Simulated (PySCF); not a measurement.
A series of related molecules.

All values: PBE0/pcSseg-1 (PySCF) at GFN2-xTB geometries, gas phase, one conformer each.

**Question.** Rank by HOMO–LUMO gap, lowest first.
A. `C1CC1C(OC(F)(F)F)=C`
B. `C=C(CCl)OC(F)(F)F`
C. `C=C(OC(C)=O)OC(F)(F)F`
D. `C#CC(=C)OC(F)(F)F`

**Answer.** D (6.20 eV), C (6.82 eV), A (7.24 eV), B (7.70 eV).

**Question.** Rank by the lowest IAO charge on any atom, lowest value first.
A. `C(CC(OC(F)(F)F)=C)=C`
B. `C=C(OC(C)=O)OC(F)(F)F`
C. `C#CC(=C)OC(F)(F)F`
D. `C=C(C#CC)OC(F)(F)F`
E. `C=C(OC(F)(F)F)C1CC1`

**Answer.** B (-0.476 e), D (-0.440 e), E (-0.398 e), A (-0.374 e), C (-0.318 e).

All values together:

| SMILES | formula | μ (D) | HOMO (eV) | LUMO (eV) | lowest IAO charge (e) | highest IAO charge (e) | lowest Hirshfeld charge (e) | highest Hirshfeld charge (e) |
| --- | --- | --- | --- | --- | --- | --- | --- | --- |
| C=CCC(=C)OC(F)(F)F | C6H7F3O | 2.65 | -7.70 | -0.08 | -0.374 (C) | +0.951 (C) | -0.128 (C) | +0.318 (C) |
| C=C(CCl)OC(F)(F)F | C4H4ClF3O | 0.90 | -8.24 | -0.54 | -0.329 (C/O) | +0.946 (C) | -0.118 (O) | +0.315 (C) |
| C=C(OC(F)(F)F)C1CC1 | C6H7F3O | 3.01 | -7.30 | -0.05 | -0.398 (C) | +0.951 (C) | -0.145 (C) | +0.316 (C) |
| C=C(OC(C)=O)OC(F)(F)F | C5H5F3O3 | 1.66 | -7.65 | -0.83 | -0.476 (C) | +0.951 (C) | -0.218 (O) | +0.309 (C) |
| C#CC(=C)OC(F)(F)F | C5H3F3O | 2.55 | -7.60 | -1.40 | -0.318 (O) | +0.950 (C) | -0.112 (O) | +0.312 (C) |
| C=C(C#CC)OC(F)(F)F | C6H5F3O | 3.08 | -7.16 | -1.05 | -0.440 (C) | +0.950 (C) | -0.114 (O) | +0.311 (C) |

Conformers: `[CH2:1]=[CH:2][CH2:3][C:4](=[CH2:5])[O:6][C:7]([F:8])([F:9])[F:10]` with C1–C2–C3–C4 7°, C2–C3–C4–C5 -100°, C3–C4–O6–C7 -165°; `[CH2:1]=[C:2]([CH2:3][Cl:4])[O:5][C:6]([F:7])([F:8])[F:9]` with C1–C2–C3–Cl4 15°, C1–C2–O5–C6 130°; `[CH2:1]=[C:2]([O:3][C:4]([F:5])([F:6])[F:7])[CH:8]1[CH2:9][CH2:10]1` with C1–C2–O3–C4 0°, C1–C2–C8–C9 -35°; `[CH2:1]=[C:2]([O:3][C:4]([CH3:5])=[O:6])[O:7][C:8]([F:9])([F:10])[F:11]` with C1–C2–O3–C4 8°, C2–O3–C4–C5 -179°, C1–C2–O7–C8 -178°; `[CH:1]#[C:2][C:3](=[CH2:4])[O:5][C:6]([F:7])([F:8])[F:9]` with C2–C3–O5–C6 0°; `[CH2:1]=[C:2]([C:3]#[C:4][CH3:5])[O:6][C:7]([F:8])([F:9])[F:10]` with C1–C2–O6–C7 -179°.
